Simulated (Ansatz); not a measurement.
Stepwise reaction of `Cl[Si](Cl)(Cl)[SnH2][Si](Cl)(Cl)Cl` with hydrogen chloride, as a gas-phase model of exchange steps in deposition or etching. ΔE in kJ/mol.

Gas-phase electronic energies from Ansatz, PBE0-D4/def2-TZVP geometries. CCSD(T)/CBS adds triple-zeta CCSD(T) − MP2 to the extrapolated MP2 energy (def2 sets, frozen cores). This one scheme is used for every species. DFT in def2-TZVPP. B3LYP here is the variant with VWN-RPA as its local correlation; programs differ in this. Elements past krypton have def2 core potentials. For Sn outer-core shells are correlated without core-valence functions, which leaves a few kJ/mol of doubt a bond. Each species was taken in one conformer, which may not be the lowest.

```json
{"step": "2", "reaction": "`[Cl][SnH2][Si](Cl)(Cl)Cl` + HCl → `[Cl][SnH2][Cl]` + `Cl[SiH](Cl)Cl`", "PBE-D4": "-53.8", "B3LYP-D4": "-63.6", "ωB97M-V": "-70.1", "CCSD(T)/CBS": "-67.3"}
```

(1) Give the row of step 1, `Cl[Si](Cl)(Cl)[SnH2][Si](Cl)(Cl)Cl` + HCl → `[Cl][SnH2][Si](Cl)(Cl)Cl` + `Cl[SiH](Cl)Cl`. (An estimate is asked.)

(2) By hand: ΔE of the 2 steps together at CCSD(T)/CBS.

Results:

(1) Ansatz gave: 
```csv
step,reaction,PBE-D4,B3LYP-D4,ωB97M-V,CCSD(T)/CBS
1,`Cl[Si](Cl)(Cl)[SnH2][Si](Cl)(Cl)Cl` + HCl → `[Cl][SnH2][Si](Cl)(Cl)Cl` + `Cl[SiH](Cl)Cl`,-43.0,-53.8,-58.8,-55.8
```

(2) (-55.8) + (-67.3) = -123.1 kJ/mol, or -61.5 kJ/mol a step.

In ΔE each step is lower than the one before. All are downhill at CCSD(T)/CBS. PBE-D4 differs from CCSD(T)/CBS by 12.8 to 13.5 kJ/mol a step. Only this route is followed, and other bonds may react first. Isolated molecules leave out the surface, adducts and barriers. Largest T1 diagnostic: 0.011.
